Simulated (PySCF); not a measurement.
# Electron correlation in Cu⁻ (copper, charge -1)

[Ar] 3d10 4s2, closed-shell 1S. Computed with PySCF 2.14 in aug-cc-pwCVTZ-DK with one added diffuse shell each of s, p, d, f, g type (11s10p8d5f4g, 152 functions), with scalar relativity by spin-free X2C-1e. Frozen: [Ne]; 20 electrons correlated.

MP2 pair energies summed by pair of shells (mhartree):

```tsv
pair	energy	share (%)
3d-3d	-526.48	49.2
3p-3d	-298.99	28.0
3p-3p	-70.37	6.6
3s-3d	-68.87	6.4
3d-4s	-40.37	3.8
3s-3p	-36.54	3.4
4s-4s	-18.52	1.7
3s-3s	-5.36	0.5
3p-4s	-3.26	0.3
3s-4s	-0.39	0.0
```

Total MP2 correlation energy: -1069.1 mhartree.

Same-spin part -352.25 and opposite-spin part -716.89 mhartree; SCS-MP2 scales them by 1/3 and 6/5 to -977.68 mhartree.

MP2 falls well short for the outer s pair, which is nearly degenerate with np².
